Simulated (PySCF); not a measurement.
Point-charge models of `CC(=O)C/P=C(/C)N(C)C` against its computed dipole.

Coordinates (GFN2-xTB, Å) and charges (e) from the PBE0/pcSseg-1 density (PySCF):

```
atom       x       y       z  Mulliken      IAO  Hirshfeld  ESP-fitted
  C1   3.060   0.596   0.130   -0.2507  -0.4761    -0.1318     -0.2836
  C2   2.037  -0.508   0.052   +0.1697  +0.3924    +0.1577     +0.4663
  O3   1.642  -1.097   1.034   -0.3881  -0.4433    -0.2381     -0.4986
  C4   1.529  -0.780  -1.326   -0.4659  -0.4817    -0.1337     -0.2251
  P5   0.331   0.635  -1.754   +0.1621  +0.0909    -0.0314     -0.3804
  C6  -0.881   0.646  -0.535   -0.1431  -0.0843    +0.0141     +0.1601
  C7  -1.639   1.943  -0.459   -0.2339  -0.4270    -0.1235     -0.6127
  N8  -1.246  -0.334   0.321   -0.6190  -0.1148    -0.0211     +0.2632
  C9  -1.924  -0.059   1.563   -0.0652  -0.3079    -0.0555     -0.4000
 C10  -1.141  -1.732  -0.010   -0.0711  -0.3093    -0.0669     -0.4905
 H11   3.209   0.902   1.162   +0.1295  +0.1602    +0.0465     +0.0971
 H12   4.005   0.233  -0.274   +0.1325  +0.1594    +0.0522     +0.0813
 H13   2.734   1.442  -0.473   +0.1420  +0.1612    +0.0369     +0.0904
 H14   2.325  -0.665  -2.064   +0.1592  +0.1601    +0.0451     +0.1633
 H15   1.084  -1.768  -1.420   +0.1594  +0.1528    +0.0382     +0.0846
 H16  -1.309   2.545   0.389   +0.1438  +0.1546    +0.0488     +0.1863
 H17  -1.443   2.517  -1.363   +0.1449  +0.1662    +0.0467     +0.2099
 H18  -2.711   1.772  -0.364   +0.1273  +0.1454    +0.0435     +0.1709
 H19  -1.561  -0.759   2.317   +0.1373  +0.1599    +0.0561     +0.1529
 H20  -3.009  -0.179   1.467   +0.1140  +0.1341    +0.0427     +0.1151
 H21  -1.709   0.949   1.904   +0.1266  +0.1553    +0.0540     +0.1531
 H22  -0.268  -2.192   0.461   +0.1487  +0.1606    +0.0321     +0.1828
 H23  -2.040  -2.243   0.342   +0.1155  +0.1409    +0.0471     +0.1454
 H24  -1.086  -1.844  -1.092   +0.1242  +0.1506    +0.0407     +0.1682
```

Q: Form Σ q r in debye for every column and set it beside the full dipole.

A: The full density gives (-1.80, 0.10, 0.89) D, 2.01 D in size; dipole vectors point from the negative to the positive end.

```tsv
scheme	μx	μy	μz	size (D)	share of the full size (%)	angle to the full dipole (°)
Mulliken	-1.34	2.62	-0.98	3.10	154	73
IAO	-1.67	1.48	-0.84	2.38	118	60
Hirshfeld	-1.87	0.77	0.14	2.03	101	29
ESP-fitted	-1.78	0.14	0.85	1.98	99	1
```

Q: Which set comes closest?

A: Length of the difference vector: ESP-fitted 0.06 D, Hirshfeld 1.01 D, IAO 2.21 D, Mulliken 3.17 D. Closest: ESP-fitted. ESP charges are fitted to the potential around the molecule, whose slowest-falling term is the dipole's. The schemes that divide the density aren't constrained to reproduce the dipole.

Q: What is left for the Hirshfeld atoms' own dipoles?

A: The shares of the density sum to the whole, so what Σ q r misses lies in dipoles about the nuclei. The atomic dipoles sum to (-1.80, 0.10, 0.89) − (-1.87, 0.77, 0.14) = (0.07, -0.67, 0.75) D, 1.01 D in size.

Q: With the origin at the mean of the coordinates, (0.000, 0.001, 0.000) Å, which are the largest single terms, by size, of the ESP-fitted dipole along the direction of the full one?

A: C9 -4.63, C2 -4.09, C7 -4.00, C1 +3.61, O3 +2.56 D; all 24 atoms together +1.98 D. The single terms depend on the origin, their sum doesn't.

Q: Give the size of the full dipole in other units.

A: 2.01 D = 0.791 au = 0.418 e·Å = 6.70 × 10⁻³⁰ C·m.

One conformer (not necessarily the lowest) at the GFN2-xTB geometry, without solvent, vibrations or thermal averaging.

These values come from a run that also computed NMR shieldings. On one thread of an Arm Neoverse V1, shared host with 32 logical CPUs at a one-minute load of 14, this took 73 s and 1.1 GiB of memory at its peak.

Conformer computed: `[CH3:1][C:2](=[O:3])[CH2:4]/[P:5]=[C:6](/[CH3:7])[N:8]([CH3:9])[CH3:10]`: C1–C2–C4–P5 -75°, C2–C4–P5–C6 -57°, P5–C6–N8–C9 158°.
